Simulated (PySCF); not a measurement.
C4H6F2OSi.
Structure used (GFN2-xTB), in Å, numbered top down from 1:
```xyz
14
C4H6F2OSi angstrom
O      0.982    1.375    0.229
C      1.806    0.710   -0.373
C      1.682   -0.714   -0.531
C      0.588   -1.257    0.026
F      0.397   -2.572   -0.050
Si    -0.735   -0.247    0.968
C     -1.784    0.813   -0.242
F     -2.305    0.006   -1.234
H      2.689    1.191   -0.820
H      2.433   -1.276   -1.063
H     -0.236    0.444    2.147
H     -1.647   -1.330    1.387
H     -2.638    1.250    0.277
H     -1.233    1.608   -0.743
```

The calculation used TDDFT wB97X-D/def2-SVPD, vertical, gas phase, core orbitals frozen in the response in PySCF 2.14.0, density-fitted response routines.

Ground-to-excited transition dipoles (e·a0, same axes as the geometry; the sign carries no meaning), for the states with f of 0.002 or more among the lowest 7:

```csv
state,E (eV),μx,μy,μz
S2,5.253,-0.788,-0.689,0.200
S3,5.719,-0.122,0.352,-0.131
S4,5.949,0.077,-0.417,0.091
S5,6.589,0.178,-0.196,-0.266
S6,7.174,0.273,0.047,-0.024
S7,7.448,-0.065,0.018,-0.121
```

(1) What oscillator strength does each state have?

(2) Which bond between heavy atoms lies closest to the direction of the S2 transition dipole?

(3) What angle do the transition dipoles of S2 and S3 make?

(4) How is the summed strength of these states shared among x, y and z?

(5) What peak molar absorption coefficient would the strongest computed level give as a lone Gaussian band 0.3 eV wide at half height?

## Answers

(1) f = (2/3) ΔE |μ|² with ΔE in hartree (27.2114 eV).

```json
{"state": "S2", "|μ|² (au)": "1.135", "|μ| (D)": "2.71", "f": "0.146"}
{"state": "S3", "|μ|² (au)": "0.156", "|μ| (D)": "1.00", "f": "0.022"}
{"state": "S4", "|μ|² (au)": "0.188", "|μ| (D)": "1.10", "f": "0.027"}
{"state": "S5", "|μ|² (au)": "0.141", "|μ| (D)": "0.95", "f": "0.023"}
{"state": "S6", "|μ|² (au)": "0.077", "|μ| (D)": "0.71", "f": "0.014"}
{"state": "S7", "|μ|² (au)": "0.019", "|μ| (D)": "0.35", "f": "0.004"}
```

(2) C3–C4, at 20° from it; next C4–F5 at 43°.

(3) |cos θ| = |μa·μb| / (|μa| |μb|) = 0.41, so θ ≈ 66° (taken between 0 and 90°, since the signs are arbitrary).

(4) (2/3) Σ ΔE μα² gives 0.102 for x, 0.110 for y and 0.023 for z, 0.235 in all.

(5) ε(max) = 2.175×10⁸ f / FWHM, with the width in cm⁻¹. S2: 2.175×10⁸ × 0.1461 / 2420 ≈ 13000 L mol⁻¹ cm⁻¹.

One conformer stands for the species.
